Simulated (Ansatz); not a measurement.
PBE exchange is replaced step by step with exact exchange (0 % is PBE, 25 % PBE0; no dispersion term), basis def2-TZVPD, Ansatz. System: Ag₃H₃⁻ (the lowest doublet isomer of a short search). Charge -1, multiplicity 2. Geometry: PBE-D4/def2-TZVPD, each spin state at its own.

Geometry of the doublet:

```xyz
6

Ag   -1.6147    1.3770    0.0075
Ag    2.9609   -1.9416    0.1941
Ag    0.5644   -0.4340    0.0592
H    -3.1470    1.8179   -0.4543
H     1.2029   -1.9509   -0.4321
H     0.0335    1.1316    0.6257
```

In the def2 sets Ag takes a core potential; there is no spin–orbit coupling. At PBE-D4/def2-TZVPD the highest occupied level of the charge -1 doublet lies above zero (up to 0.05 eV). By energy differences its removal costs 2.30 eV (vertical, to the charge 0 singlet, at PBE-D4/def2-TZVPD); a positive level beside a positive removal energy at the same level points to self-interaction error. At PBE-D4/def2-TZVPD, PBE with 5 % exact exchange/def2-TZVPD, PBE with 10 % exact exchange/def2-TZVPD the highest occupied level of the charge -1 quartet lies above zero (up to 0.38 eV). It is a level of α spin, whose loss leaves a triplet; that state wasn't run at this geometry and level. The electron is either unbound and held by the finite basis, or the level is raised by self-interaction error. The structure comes from a short search, and lower isomers may exist.

HOMO and LUMO are taken over both spins.

```
exact exchange (%)  HOMO (eV)  LUMO (eV)  gap (eV)   ⟨S²⟩  quartet − doublet (kJ/mol)
                 0       0.05       0.79      0.74  0.752                       255.2
                 5      -0.07       0.97      1.04  0.752                       257.6
                10      -0.19       1.15      1.34  0.753                       259.8
                25      -0.55       1.67      2.21  0.753                       266.1
                35      -0.79       2.00      2.79  0.753                       269.9
                50      -1.16       2.48      3.63  0.754                       275.2
```

Fit a straight line to the column «quartet − doublet (kJ/mol)» against the share of exact exchange and predict its value at 15 %.

With x = exact exchange (%) and y = quartet − doublet (kJ/mol): mean x = 20.83, mean y = 264; Σ(x − x̄)(y − ȳ) = 749.2, Σ(x − x̄)² = 1871; slope b = 0.4004, intercept a = ȳ − b·x̄ = 255.7. The residuals of the fitted rows reach 0.5. At x = 15 the line gives 255.7 + (0.4004 × 15) = 261.7; the run gave 262.0, 0.3 more than the line.
